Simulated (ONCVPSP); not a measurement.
## Reading a pseudo-wave (Nb (Z = 41))

Columns: radius, all-electron u(r) and pseudo u(r) of the 4s shell (level -59.03 eV) of niobium in the configuration [Ar] 3d10 4s2 4p6 4d4 5s0.5 5p0.5; PBE, scalar-relativistic, ONCV scheme, ONCVPSP 4.0.1.

| r (bohr) | all-electron | pseudo |
| --- | --- | --- |
| 0.100 | 0.3647 | 0.0809 |
| 0.200 | -0.1022 | 0.1705 |
| 0.300 | -0.5481 | 0.2749 |
| 0.400 | -0.4842 | 0.3952 |
| 0.500 | -0.1297 | 0.5272 |
| 0.600 | 0.2837 | 0.6623 |
| 0.700 | 0.6330 | 0.7888 |
| 0.800 | 0.8779 | 0.8949 |
| 0.900 | 1.0191 | 0.9704 |
| 1.000 | 1.0744 | 1.0094 |
| 1.100 | 1.0655 | 1.0104 |
| 1.200 | 1.0132 | 0.9766 |
| 1.300 | 0.9348 | 0.9151 |
| 1.400 | 0.8433 | 0.8348 |
| 1.500 | 0.7478 | 0.7450 |
| 1.600 | 0.6542 | 0.6536 |
| 1.700 | 0.5662 | 0.5662 |
| 1.800 | 0.4860 | 0.4859 |
| 1.900 | 0.4142 | 0.4141 |
| 2.000 | 0.3510 | 0.3509 |
| 2.100 | 0.2960 | 0.2960 |
| 2.200 | 0.2487 | 0.2486 |
| 2.300 | 0.2082 | 0.2082 |
| 2.400 | 0.1738 | 0.1738 |
| 2.500 | 0.1447 | 0.1447 |
| 2.600 | 0.1203 | 0.1203 |

Q: How many radial nodes do the two functions have?

A: The all-electron 4s function has n − l − 1 = 3 (the table is too coarse to show those close to the nucleus); the pseudo-wave has 0, since the states of the same l below it are removed with the core.

Q: At about which radius was the pseudo-wave matched?

A: 1.95 bohr. The columns agree to 0.0005 from 1.70 bohr on; several derivatives are matched, so the curves merge somewhat inside the radius.

Q: Where does each function peak?

A: Outermost all-electron maximum near 1.00 bohr, pseudo maximum near 1.10 bohr (to the table’s step).

Q: Is the pseudo-wave norm-conserving?

A: Yes: the ONCV scheme keeps the norm inside the radius equal to the all-electron one, which fixes the energy derivative of the logarithmic derivative at the level.
